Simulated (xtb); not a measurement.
C3H4FNSi, SMILES F[Si@H]1C=CC=N1. All values are semi-empirical tight-binding results from xtb (GFN2-xTB unless named), good for trends rather than for accurate numbers. Geometry: GFN2-xTB. The structure was generated by enumeration; whether it is a known compound was not checked.

Computed properties:
```json
{
  "orbital_gap": "2.09 eV",
  "dipole_moment": "3.03 D",
  "zero_point_energy": "39.8 kcal/mol",
  "G − E(el) at 298.15 K (modified RRHO)": "21.2 kcal/mol",
  "static polarisability (D4 model)": "67.5 bohr³",
  "solvation energy, GFN2-xTB/ALPB(water)": "-1.4 kcal/mol",
  "solvation energy, GFN2-xTB/ALPB(ch2cl2)": "-3.5 kcal/mol"
}
```
